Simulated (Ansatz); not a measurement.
Consider the ligand exchange at the Sn–C bond: `[CH3][Sn]([NH2])([F])[F]` + HCl → `[NH2][Sn]([F])([F])[Cl]` + CH₄.

Computed with Ansatz on PBE0-D4/def2-TZVP structures; ΔE is electronic, products minus reactants. CCSD(T)/CBS adds triple-zeta CCSD(T) − MP2 to the extrapolated MP2 energy (def2 sets, frozen cores). This one scheme is used for every species. Functionals use def2-TZVPP. Elements past krypton have def2 core potentials. For Sn outer-core shells are correlated without core-valence functions, which leaves a few kJ/mol of doubt a bond. One conformer a species, not always the lowest.

CCSD(T)/CBS gives -81.5 kJ/mol.

(1) Another level gave -84.0 kJ/mol. Which?
A. r2SCAN0-D4/def2-TZVPP
B. LDA (SPW92)/def2-TZVPP
C. HF/def2-TZVPP
D. PBE0-D4/def2-TZVPP

(2) What do rigid-rotor, harmonic-oscillator terms from PBE0-D4/def2-TZVP frequencies (298.15 K, 1 bar) make of the CCSD(T)/CBS value? (An estimate is asked.)

Largest T1 diagnostic among the species: 0.013.

## Answers

(1) D. PBE0-D4 -84.0, r2SCAN0-D4 -88.4, LDA (SPW92) -74.3, HF/def2-TZVPP -100.0 kJ/mol.

(2) Computed: ΔZPE = +8.2 kJ/mol, ΔH = -74.5 kJ/mol, ΔS = -19 J/(mol·K), ΔG = -68.7 kJ/mol. Modes under 50 cm⁻¹ make the entropy rough.

In def2-TZVPP, CCSD(T) changes the Hartree–Fock value by +22.3 kJ/mol (the triples alone add +0.5 kJ/mol) and MP2 by +21.3 kJ/mol. At CCSD(T), def2-SVP lies −7.7 kJ/mol from the extrapolated value and def2-TZVPP +3.8 kJ/mol.

CCSD(T)/CBS has its own doubt, a few kJ/mol and more with outer-core shells, so smaller differences from it don't rank the levels.
